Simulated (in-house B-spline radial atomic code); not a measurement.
Successive ionisation energies of dysprosium; each step leads to the configuration of the next row (after the last: [Ar] 3d10). Dirac energy differences include first-order Breit, QED and recoil terms. NIST's values go from ground level to ground level; the uncertainty of those that are theory runs from under 0.1 % in few-electron ions to several per cent in heavy many-electron ones. Computed with a B-spline radial code for spherical atoms: Dirac-Hartree-Fock, jj configuration that fills j = l - 1/2 first, finite nuclei.

A number in brackets counts the electrons of a j subshell.

```
  ion                    configuration  ionisation energy (eV)  tabulated value (eV)  computed minus tabulated (eV)  highest orbital  largest mean radius (bohr)
Dy25+           [Kr] 4d3/2(4) 4d5/2(1)                   870.0                   872                           -2.0            4d5/2                     0.52634
Dy26+                    [Kr] 4d3/2(4)                   924.4                   924                            0.4            4d3/2                     0.51591
Dy27+                    [Kr] 4d3/2(3)                   968.5                   969                           -0.5            4d3/2                     0.51222
Dy28+                    [Kr] 4d3/2(2)                  1013.2                  1014                           -0.8            4d3/2                     0.50857
Dy29+                    [Kr] 4d3/2(1)                  1058.6                  1059                           -0.4            4d3/2                     0.50497
Dy30+                [Ar] 3d10 4s2 4p6                  1231.5                  1232                           -0.5            4p3/2                      0.5014
Dy31+  [Ar] 3d10 4s2 4p1/2(2) 4p3/2(3)                  1277.5                  1275                            2.5            4p3/2                     0.49765
Dy32+  [Ar] 3d10 4s2 4p1/2(2) 4p3/2(2)                  1323.9                  1325                           -1.1            4p3/2                     0.49426
Dy33+  [Ar] 3d10 4s2 4p1/2(2) 4p3/2(1)                  1370.8                  1371                           -0.2            4p3/2                     0.49093
Dy34+           [Ar] 3d10 4s2 4p1/2(2)                  1467.8                  1468                           -0.2            4p1/2                     0.47107
Dy35+           [Ar] 3d10 4s2 4p1/2(1)                  1519.1                  1520                           -0.9            4p1/2                     0.46856
Dy36+                    [Ar] 3d10 4s2                  1638.0                  1638                            0.0            4s1/2                     0.46608
Dy37+                    [Ar] 3d10 4s1                  1690.0                1691.7                           -1.7            4s1/2                     0.46311
```
